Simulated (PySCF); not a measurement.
Compound: C4H13NO2Si2.
SMILES with atom numbers: `[CH3:1][CH2:2][O:3][Si@@H:4]([OH:5])[C@H:6]1[CH2:7][SiH2:8][NH:9]1`

Cartesian coordinates in Å at the GFN2-xTB level; atoms count from 1:
```
atom  x, y, z in Å
C1    -3.6674   -0.6131   -0.5683
C2    -2.7176    0.3946    0.0587
O3    -1.4175    0.1817   -0.4278
Si4   -0.0683    0.9056    0.0788
O5     0.0050    0.7478    1.7035
C6     1.3516   -0.0203   -0.7696
C7     2.7286    0.6138   -0.5071
Si8    3.1674   -0.9173    0.5437
N9     1.6531   -1.3151   -0.1426
H10   -3.3736   -1.6225   -0.2935
H11   -3.6346   -0.5254   -1.6511
H12   -4.6821   -0.4306   -0.2249
H13   -3.0256    1.4168   -0.1908
H14   -2.7154    0.2987    1.1493
H15   -0.0533    2.3372   -0.2387
H16    0.8399    0.8305    2.1547
H17    1.1603   -0.1650   -1.8378
H18    2.6834    1.5707    0.0058
H19    3.3110    0.7507   -1.4134
H20    4.2499   -1.8073    0.1232
H21    3.2813   -0.6406    1.9882
H22    0.9133   -1.9715    0.0422
```

NICS is the negative of the GIAO shielding at a point without a nucleus: at the ring centre (0) and 1 Å above and below it (1); zz is the component along the ring normal. Level: GIAO PBE0/pcSseg-1 (PySCF, non-relativistic, gas phase) on the GFN2-xTB geometry, one conformer.

Ring bond lengths (Å), with Mayer bond orders in brackets: C6–C7 1.539 (0.97), C7–Si8 1.908 (0.92), Si8–N9 1.709 (1.06), N9–C6 1.470 (0.92).

Question: Give the NICS values of each ring in ppm.

Answer: 
```
        ring                                                    type  NICS(0)  NICS(1), two faces  NICS(1)zz, two faces  rms pucker (Å)  centre to ring atoms, mean (Å)
C6–C7–Si8–N9  4-membered ring with N and Si; formal bonds all single     -3.0          0.0 / -0.8             1.9 / 0.8            0.05                            1.17
```

Question: What can be read from them?

Answer: 
- C6–C7–Si8–N9: mean NICS(1)zz 1.3 ppm, near zero. C6, C7, Si8 have four or more neighbours; no verdict on aromaticity is drawn.

Question: What are the shieldings of the ring atoms and their hydrogens in the same run (means over atoms taken as equivalent)?

Answer: 
| atoms | environment | σ isotropic (ppm) | principal values of the symmetric part, first atom (ppm) |
| --- | --- | --- | --- |
| C6 | sp3 carbon bound to nitrogen | 136.2 | 119.3, 126.3, 162.9 |
| C7 | sp3 carbon bound to silicon | 176.6 | 152.4, 176.2, 201.3 |
| Si8 | SiH2 silicon | 364.0 | 312.9, 349.2, 430.0 |
| N9 | silicon-bound nitrogen | 247.4 | 186.7, 253.8, 301.7 |
| H17 | methine hydrogen | 27.91 | 25.1, 26.1, 32.4 |
| H18 | methylene hydrogen | 30.63 | 26.3, 29.9, 35.7 |
| H19 | methylene hydrogen | 29.75 | 25.7, 27.0, 36.5 |
| H20 | Si–H hydrogen | 25.93 | 22.3, 23.3, 32.1 |
| H21 | Si–H hydrogen | 25.96 | 22.5, 24.6, 30.8 |
| H22 | N–H hydrogen | 31.83 | 23.1, 29.2, 43.2 |

The run took 91 s on one thread of an Intel Xeon at 2.70 GHz, no GPU (shared host), and the process peaked at 1.1 GiB of memory. This is the whole shielding run at PBE0/pcSseg-1, SCF included.
